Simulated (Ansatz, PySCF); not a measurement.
System: C₃H₇O₂, net charge 1, singlet state. It need not be the lowest isomer of its formula. 
Coordinates optimised at B3LYP-D3(BJ)/def2-TZVP (Ansatz, a program for electronic structure):
```xyz
12

C     -1.9406     0.0662     0.1628
C     -0.6216    -0.1905    -0.4234
O     -0.1058    -0.6206    -1.3493
O      0.5259     0.4578     0.6931
C      1.9541     0.1530     0.4938
H     -2.6933    -0.2442    -0.5610
H     -2.0431     1.1290     0.3874
H     -2.0563    -0.5091     1.0841
H      2.1121     0.1504    -0.5792
H      2.5139     0.9577     0.9615
H      2.1818    -0.8166     0.9281
H      0.2727     0.4627     1.6300
```
Charge +1, spin multiplicity 1.

Total electronic energies in hartree. Correlated levels leave the core frozen unless marked. Spin-orbit coupling is left out. Non-relativistic. CBS marks a two-point X^-3 extrapolation of the correlation energy; Hartree-Fock from the larger set. [CCSD(T)-MP2]/basis is that difference in the basis named.

```csv
level,program,energy (Eh)
HF/6-31G*,Ansatz,-267.11960
PBE/def2-TZVPD,Ansatz,-268.47575
B97M-V/def2-TZVPD,Ansatz,-268.74501
TPSSh-D3(BJ)/def2-TZVPD,PySCF + dftd3,-268.81190
LC-wPBE-D3(BJ)/def2-TZVPD,Ansatz + dftd3,-268.62996
LC-wPBE/def2-TZVPD,Ansatz,-268.62349
RI-MP2/cc-pVTZ,Ansatz,-268.20172
SCS-MP2/6-31G*,Ansatz,-267.84549
"RI-MP2/CBS(cc-pVTZ,cc-pVQZ)+[CCSD(T)-MP2]/cc-pVTZ",Ansatz,-268.4056
```

Totals of different functionals don't rank their quality; only differences between species are comparable.
